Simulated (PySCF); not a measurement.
NMR data simulated for an unnamed compound:

1H NMR (500 MHz, computed): δ 6.11 (br, 1H), 4.62 (br, 1H), 4.45 (q, 1H), 4.06 (d, 3H), 4.03 (s, 3H), 3.18 (s, 2H).

13C{1H} NMR (computed): δ 177.7 (C), 170.4 (C), 95.0 (CH), 56.7 (CH3), 46.0 (CH2).

Calculated, not measured (PySCF 2.14.0 with density-fitted response routines): GIAO PBE0/pcSseg-1 shieldings, GFN2-xTB geometry. Single conformer, in vacuum, non-relativistic Hamiltonian, averaged over atoms made equivalent by symmetry, fast rotation or ring inversion.

Referencing at the same level of theory: 1H, 13C vs TMS.

Question: Which of these does the molecule contain: an NH or NH2 group, a benzene ring, an amide, an S-methyl group, a ketone, a methoxy group?

Answer: 
- An NH or NH2 group: yes (δH 6.11 (br), 4.62 (br)).
- A benzene ring: no.
- An amide: yes (δC 170.4).
- An S-methyl group: no.
- A ketone: no.
- A methoxy group: yes (δC 56.7; δH 4.03 (s)).

The data belong to `InChI=1S/C5H11NO2Si/c1-8-4(3-9)2-5(6)7/h3H,2H2,1,9H3,(H2,6,7)/b4-3-`; they needn't prove each group on their own.

Carbon signals by region: 2 in the far downfield region (above 160 ppm), 2 at 50–100 ppm, 1 below 50 ppm. Above 160 ppm: 177.7, alkene carbon bearing oxygen, 170.4, amide carbonyl carbon.

Exchangeable OH/NH protons stand at their gas-phase positions; hydrogen bonding in a real sample shifts them, mostly to higher δ. Rotation about the amide-type C–N bond is slow at room temperature, so the two groups on nitrogen are listed apart. Shifts are as computed. Against solution values, carbons near 30 ppm lie about +3 ppm off and those near 130 ppm about +5 ppm. Of 1309 compounds with measured shifts, 239 miss one by over three times the rms of a fit or turn the order of signals round; such compounds aren't used in these exercises. The C=O carbon of an acid or of an amide with N–H lies up to 10 ppm further downfield in solution, through hydrogen bonding that the calculation lacks. No couplings were computed; multiplicities are counted from neighbouring protons, with m where these are inequivalent, close in shift, in a saturated or five-membered ring or joined by F or P, and br s for small geminal =CH2 splittings.
